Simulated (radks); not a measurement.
Sn XXXV, 16 electrons, occupied as [Ne] 3s2 3p4 (the NIST ground configuration). All-electron calculation, non-relativistic Kohn-Sham, LB94 model potential, spin-polarised, spherical densities, point nucleus; open shells are filled with parallel spins first (spin-orbit coupling, left out, can overturn this in heavy ions); relativity is left out, which matters for an element this heavy. Program: a radial shooting solver on a logarithmic mesh with Libxc functionals.

Normalised radial functions P(r) = r R(r), r in bohr:

```
   r/bohr * 2p down (the largest magnitude, 2.95, reaches the edge; | marks zero)
 0.003362 |*
 0.003761 |*
 0.004173 |*
 0.004668 |*
 0.005221 |*
 0.005793 | *
 0.006479 | *
 0.007247 |  *
 0.008106 |  *
 0.008995 |   *
  0.01006 |    *
  0.01125 |     *
  0.01249 |      *
  0.01397 |       *
  0.01562 |         *
  0.01747 |           *
  0.01939 |             *
  0.02169 |               *
  0.02426 |                  *
  0.02691 |                     *
   0.0301 |                        *
  0.03367 |                            *
  0.03766 |                                *
  0.04179 |                                    *
  0.04674 |                                        *
  0.05228 |                                            *
  0.05801 |                                               *
  0.06489 |                                                  *
  0.07258 |                                                     *
  0.08118 |                                                      *
  0.09007 |                                                      *
   0.1007 |                                                     *
   0.1127 |                                                  *
    0.125 |                                               *
   0.1399 |                                          *
   0.1564 |                                    *
    0.175 |                              *
   0.1942 |                        *
   0.2172 |                  *
   0.2429 |            *
   0.2695 |        *
   0.3015 |     *
   0.3372 |  *
   0.3771 | *
   0.4185 |*
   0.4681 *
   0.5236 *
   0.5809 *
   0.6498 *
   0.7268 *
   0.8129 *
    0.902 *
    1.009 *
```

2p down: eigenvalue -5734.7 eV, 0 radial nodes, <r> = 0.110 bohr, 90 % of the charge inside 0.178 bohr.
